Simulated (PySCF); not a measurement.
HfH3, SMILES [HfH3] (connectivity only; charge and spin as stated), neutral, multiplicity 2.

The structure is a stationary point at B3LYP-D3(BJ)/def2-TZVPD. The geometry has at least one imaginary mode, so it is a saddle point at that level. The multiplicity is an assumed one; other spin states were not compared. The def2 effective core potentials stand for the cores of Hf; spin–orbit coupling is left out.

Two levels are set side by side: PBE/def2-TZVPD (PySCF) and PBE0/def2-TZVPD (PySCF). Same geometry, gas phase. Differences are taken from unrounded values.

| quantity | PBE |
|---|---|
| α-spin orbital gap (eV) | 1.33 |
| β-spin orbital gap (eV) | 4.01 |
| mean polarisability (bohr³) | 62.9 |

Problem. These are the PBE values. What does PBE0 give? (An estimate is asked for; the answer gives what the named calculation found.)

Solution. 
```
quantity                     PBE0  PBE minus PBE0
---------------------------  ----  --------------
α-spin orbital gap (eV)      3.50           -2.18
β-spin orbital gap (eV)      6.25           -2.25
mean polarisability (bohr³)  60.5             2.3
```

PBE's more diffuse valence density responds more strongly to a field. Differences between two approximate levels are no errors against the true value.

Rough cost on one machine, each run with all the roots and properties that it gave: PBE0 against PBE within a factor of 2.
